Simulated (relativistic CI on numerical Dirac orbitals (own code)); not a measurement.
# Hyperfine structure of Tm⁶⁴⁺, mass number 169

Calculated at this level of theory: Dirac-Coulomb-Breit CI, KLI orbitals optimised for each configuration, QED by a radiative potential, unscaled Slater integrals (own radial code, finite nucleus).

Configurations in the expansion (outside the closed core 1s2): 2s2 2p, 2s 2p2, 2p3, 2p2 3s, 2p2 3p, 2p2 3d, 2s2 3s, 2s2 3p, 2s2 3d, 2s 2p 3s, 2s 2p 3p, 2s 2p 3d, 2s2 4s, 2s2 4p, 2s2 4d, 2s2 4f. Levels of other configurations are missing.

Nuclear spin I = 1/2, μ = -0.231 μN (tables of Stone and Pyykkö). The electronic factors are computed for point nuclear moments, without core polarisation or the Bohr-Weisskopf and QED corrections.

| Level | E (10³ cm⁻¹) | A (GHz) |
| --- | --- | --- |
| 2s2 2p 2P°_1/2 | 0.0 | -2607 |
| 2s 2p2 4P_1/2 | 1946.0 | -8014 |
| 2s2 2p 2P°_3/2 | 8592.4 | -320.2 |
| 2s 2p2 4P_3/2 | 9953.5 | -1961 |
| 2s 2p2 2D_5/2 | 10271.4 | -2323 |
| 2s 2p2 2P_1/2 | 10808.5 | 2957 |
| 2s 2p2 2D_3/2 | 10825.6 | -6.359 |
| 2s 2p2 4P_5/2 | 18692.7 | -1879 |

Levels with J = 0, under 50 % of one LS term, or S terms without an open s electron are left out. Small factors come from cancelling terms and can be off by tens of per cent or more.

At this charge energies of transitions that change n are usually good to better than 1 %, and those within a shell (Δn = 0) to a few per cent.

Give the hyperfine levels of 2s2 2p 2P°_1/2 relative to its centre of gravity.

With K = F(F + 1) − I(I + 1) − J(J + 1), E = AK/2: F = 0: 1955, F = 1: -651.8 GHz.

LS names give the leading component of a level, which can be under half, so a name can repeat, a term be missing and a line seem to break the LS rules.
